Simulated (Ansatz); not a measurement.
Cost and result up the ladder for InH2Et (C2H7In) (10 atoms). Total charge 0; singlet. Geometry: r2SCAN-D4/def2-SVP.

Cartesian coordinates in Å:
```
C -0.094 0.626 0.312
C -0.891 0.430 -0.975
In 1.162 -1.056 0.915
H 1.203 -2.505 -0.047
H 2.125 -0.969 2.359
H 0.573 1.505 0.240
H -0.761 0.841 1.167
H -1.502 1.316 -1.222
H -0.235 0.240 -1.842
H -1.580 -0.428 -0.908
```

Ansatz on 2 threads of Arm Neoverse V1 on a shared host. Times are rough, and most runs start from the orbitals of an earlier one. ωB97X-V/def2-TZVP serves as the yardstick here, not as an exact answer. Differences are given only for rows in sets of like size (and for xTB, whose basis is part of the method), since another set adds its own error. Binding counts from free atoms at the same level (C triplet, In doublet, H doublet; other spins of the atoms weren't run), without zero-point energy or a counterpoise term.

In the def2 sets In takes a core potential; there is no spin–orbit coupling. Correlated methods freeze 6 core orbitals; core or outer-core shells of In are correlated, in sets that lack core-valence functions. Another isomer (singlet) lies 0.35 eV lower at PBE0-D4/def2-TZVP; other spin states weren't run for this one.

Correlated methods converge slowly with the basis.

| level | functions | wall time | binding energy per atom (eV) | difference from ωB97X-V/def2-TZVP (eV) |
| --- | --- | --- | --- | --- |
| PBE-D4/def2-SVP | 89 | 1.1 s | 3.34 | – |
| PBE0-D4/def2-SVP | 89 | 1.4 s | 3.32 | – |
| revPBE-D4/def2-TZVP | 154 | 2 s | 3.27 | -0.06 |
| PBE-D4/def2-TZVP (with forces) | 154 | 2.6 s | 3.33 | 0.00 |
| PBE0-D4/def2-TZVP | 154 | 2.7 s | 3.31 | -0.02 |
| r2SCAN-D4/def2-TZVP | 154 | 4.1 s | 3.31 | -0.02 |
| ωB97X-V/def2-TZVP | 154 | 8.5 s | 3.33 | 0.00 |
| CCSD(T)/def2-TZVP | 154 | 37 s | 3.20 | -0.13 |
